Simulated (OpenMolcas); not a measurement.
Pt2+ among 4 point charges of -2 e arranged as a tetrahedron (Td).

| Property | Result |
| --- | --- |
| Program | OpenMolcas |
| Method | CASSCF |
| Basis | ANO-RCC-VTZP [8s7p5d3f1g] |
| Scalar Hamiltonian | DKH2, point nucleus |
| Active space | 8 electrons in 5 orbitals (5d) |
| State averaging | 2S+1 = 3 even, 10 roots; 2S+1 = 1 even, 15 roots |
| Spin-orbit coupling | state interaction with AMFI integrals over the reference wave functions |

All point charges move together. At R = 1.91 Å the first state of the same spin is 2892 cm-1, and at R = 1.99 Å it is 2652 cm-1.

Question: A third run gives 3102 cm-1. What distance was it run at?

Answer: With a power law R^-n the two known points give n = -ln(2652 / 2892) / ln(1.99 / 1.91) = 2.11. Then R = 1.91 × (2892 / 3102)^(1/2.11) = 1.848 Å. The run was at 1.8 Å, so the estimate is off by +0.048 Å.

An orbital triplet at a regular site is open to Jahn-Teller coupling, which can distort the site and quench the lowest spin-orbit gaps and is left out. Without dynamic correlation the repulsion within the d shell is too large (B by tens of per cent), so at a given field states of lower spin stand too high. Real 4d8 and 5d8 ions are as a rule square planar and diamagnetic. This is an electrostatic model: the charges have no orbitals. No measured value stands beside these numbers.
